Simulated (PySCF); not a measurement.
SiOCl2, SMILES Cl[Si](=O)Cl.

Geometry: PBE-D3(BJ)/def2-SVP.

These are r2SCAN/def2-TZVPD in PySCF values and carry that method's errors.

```json
{
  "total_energy": "-1285.17801 hartree",
  "point_group": "C2v",
  "highest_occupied_level": "-7.71 eV",
  "lowest_empty_level": "-2.96 eV",
  "orbital_gap": "4.75 eV",
  "dipole_moment": "3.02 D",
  "quadrupole, principal values (traceless, Buckingham form, about the centre of nuclear charge)": "-10.25, 4.46, 5.79 D·Å",
  "mean_static_polarisability": "55.9 bohr³ (8.28 Å³)",
  "polarisability_principal_values": "42.2, 60.4, 65.1 bohr³"
}
```
